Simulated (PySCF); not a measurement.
CH3Cl3Si, SMILES [Si](Cl)(C)(Cl)Cl. Heavy atoms are numbered as in [CH3:1][Si:2]([Cl:3])([Cl:4])[Cl:5]. Hydrogens are named by the atom that carries them.

Geometry optimised at B3LYP-D3(BJ)/def2-SVP. The isomer is the one that the SMILES or the coordinates give; other isomers of the formula were not compared.

Method: ωB97X/def2-TZVP run with PySCF.

ESP charges are fitted to the potential on shells at 1.4 to 2.0 van der Waals radii. Atomic charges (e), one atom of each kind:

```csv
atom,meta-Löwdin,Löwdin,ESP fit
C1 (CH3),-0.61,-0.45,-0.57
Si2,1.03,-0.71,0.25
Cl3,-0.28,0.25,-0.09
H on C1,0.14,0.14,0.20
```

Computed Mayer and Wiberg (Löwdin basis) orders of the bonds:
```csv
bond,Mayer,Wiberg
C1–Si2,1.04,1.25
Si2–Cl3,1.20,1.81
Si2–Cl4,1.20,1.81
Si2–Cl5,1.20,1.81
```
